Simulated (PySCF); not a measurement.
NMR data simulated for an unnamed compound:

1H NMR (400 MHz, computed): δ 7.47 (m, 1H), 3.60 (s, 3H), 2.97 (m, 2H), 2.12 (s, 6H).

13C{1H} NMR (computed): δ 195.2 (CH), 60.2 (CH3), 54.5 (CH2), 46.0 (CH3).

All values are calculated (PySCF 2.14): σ from GIAO-B97-2/pcSseg-1, PBE0-D3(BJ)/def2-SVP geometry. Gas phase, non-relativistic, fast rotation and ring inversion assumed for equivalent nuclei, one computed conformer.

Scale: TMS for 1H, 13C (reference shieldings calculated alike).

Question: Which of these does the molecule contain: a three-membered ring, an OH group, a methoxy group, an N-methyl group, an amide?

Answer: 
- A three-membered ring: no.
- An OH group: no.
- A methoxy group: yes (δC 60.2; δH 3.60 (s)).
- An N-methyl group: yes (δC 46.0; δH 2.12 (s)).
- An amide: no.

The data belong to `InChI=1S/C5H12NOP/c1-6(2)4-8-5-7-3/h5H,4H2,1-3H3`; they needn't prove each group on their own.

Carbon signals by region: 1 in the far downfield region (above 160 ppm), 2 at 50–100 ppm, 1 below 50 ppm. Above 160 ppm: 195.2, carbon double-bonded to a heavier main-group atom.

Splittings by 31P in the carbon and heteronuclear signals aren't shown, as no couplings were computed. Shifts are as computed. Against solution values, carbons near 30 ppm lie about +1 ppm off and those near 130 ppm about +2 ppm (rms about the fit 1.9 ppm; single classes can miss by 10 ppm). Of 1328 compounds with measured shifts, 309 miss one by over three times the rms of a fit or turn the order of signals round; such compounds aren't used in these exercises. Signals without a measured value on file couldn't be tested in this way. No couplings were computed; multiplicities are counted from neighbouring protons, with m where these are inequivalent, close in shift, in a saturated or five-membered ring or joined by F or P, and br s for small geminal =CH2 splittings.
